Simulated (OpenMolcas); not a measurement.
B²⁺: input and output

Input:

```
&GATEWAY
Coord
1

B 0.0 0.0 0.0
Basis=ANO-R3
Group=XYZ
NoMove
AngMom=0.0 0.0 0.0
AMFI
&SEWARD
* reference wave functions (RASSCF and RASSI steps not shown): 1 electron in 8 orbitals (2s 2p 3s 3p)
>>> COPY JOB001 $Project.JobIph
&CASPT2
Multistate=1 1
Frozen=0 0
IPEA=0.2
MaxIter=60
WThr=0.0 0.3 0.05
PrWF=0.5
NoMix
>>> COPY JOB002 $Project.JobIph
&CASPT2
Multistate=3 1 2 3
NoMult
Frozen=0 0
IPEA=0.2
MaxIter=60
WThr=0.0 0.3 0.05
PrWF=0.5
NoMix
```

Launched by
```bash
OMP_NUM_THREADS=1 MOLCAS_MEM=2252 MOLCAS_PROJECT=a pymolcas a.inp > a.log  # once for each step of the input, in one work folder
```

Output, cut to the results:

```
--- CASPT2 ---
Orbital specifications:
      -----------------------

      Symmetry species                           1   2
                                                ag  au
      Frozen orbitals                            0   0
      Inactive orbitals                          1   0
      Active orbitals                            2   6
      Secondary orbitals                        11  13
      Deleted orbitals                           0   0
      Number of basis functions                 14  19
Type of calculation                        SS-CASPT2
      Fock operator                              state-specific
      IPEA shift                                 0.20
      Real shift                                 0.00
      Imaginary shift                            0.00
      The input orbitals will be transformed to quasi-canonical
Reference energy:         -23.3821010151
      E2 (Non-variational):      -0.0074449179
      E2 (Variational):          -0.0074449175
      Total energy:             -23.3895459326
      Residual norm:              0.0000000554
      Reference weight:           0.99954
      Contributions to the CASPT2 correlation energy
      Active & Virtual Only:         -0.0000000000
      One Inactive Excited:          -0.0019677230
      Two Inactive Excited:          -0.0054771949
::    CASPT2 Root  1     Total energy:    -23.38954593
--- CASPT2 ---
Orbital specifications:
      -----------------------

      Symmetry species                           1   2
                                                ag  au
      Frozen orbitals                            0   0
      Inactive orbitals                          1   0
      Active orbitals                            2   6
      Secondary orbitals                        11  13
      Deleted orbitals                           0   0
      Number of basis functions                 14  19
Type of calculation                        SS-CASPT2
      Fock operator                              state-specific
      IPEA shift                                 0.20
      Real shift                                 0.00
      Imaginary shift                            0.00
      The input orbitals will be transformed to quasi-canonical
Reference energy:         -23.1588821473
      E2 (Non-variational):      -0.0085188622
      E2 (Variational):          -0.0085188621
      Total energy:             -23.1674010094
      Residual norm:              0.0000000275
      Reference weight:           0.99946
      Contributions to the CASPT2 correlation energy
      Active & Virtual Only:          0.0000000000
      One Inactive Excited:          -0.0026451566
      Two Inactive Excited:          -0.0058737056
Reference energy:         -23.1588821473
      E2 (Non-variational):      -0.0085188622
      E2 (Variational):          -0.0085188621
      Total energy:             -23.1674010094
      Residual norm:              0.0000000275
      Reference weight:           0.99946
      Contributions to the CASPT2 correlation energy
      Active & Virtual Only:          0.0000000000
      One Inactive Excited:          -0.0026451566
      Two Inactive Excited:          -0.0058737056
::    CASPT2 Root  1     Total energy:    -23.16740101
::    CASPT2 Root  2     Total energy:    -23.16740101
::    CASPT2 Root  3     Total energy:    -23.16740101
```

Levels above the lowest, from the spin-orbit matrix with the single-state CASPT2 energies, averaged by term, on its diagonal:

```json
{"Configuration": "2s", "Term": "2S", "J": "1/2", "E (cm-1)": "0.0", "Measured (cm-1)": "0.0", "Term weight %": "100"}
{"Configuration": "2p", "Term": "2P*", "J": "1/2", "E (cm-1)": "48736", "Measured (cm-1)": "48358", "Term weight %": "100"}
{"Configuration": "2p", "Term": "2P*", "J": "3/2", "E (cm-1)": "48765", "Measured (cm-1)": "48393", "Term weight %": "100"}
```

Against the 2 measured excited levels shown (Moore, Atomic Energy Levels, vol. I, NSRDS-NBS 35 (1971 reprint of NBS Circular 467, 1949)) the mean absolute deviation is 370 cm-1; the largest miss in energy is 2p 2P* 1/2: computed 48736, measured 48358 cm-1 (+0.8 %).

With one active electron outside closed inactive shells, the extra shells (3p 3s) add no correlation to the reference. With one active electron, CASPT2 adds the correlation within the correlated inactive shells and between them and that electron, and leaves the splitting within a term as the reference gives it. Measured partners are found by configuration, term and J. A level has none where our copy of the source lacks it or the pairing is in doubt (some pairs that miss far off the trend of their configuration count as doubtful), and it then counts in no deviation. Levels of configurations outside the active space are missing. The first state left out of the spin-orbit step lies near 190000 cm-1 above the lowest spin-free state of the reference (among the parities and spins computed), and the list stops at four fifths of that energy or lower.

The term weight is that of the spin-free term in the level, not the purity of its configuration. * marks odd parity.
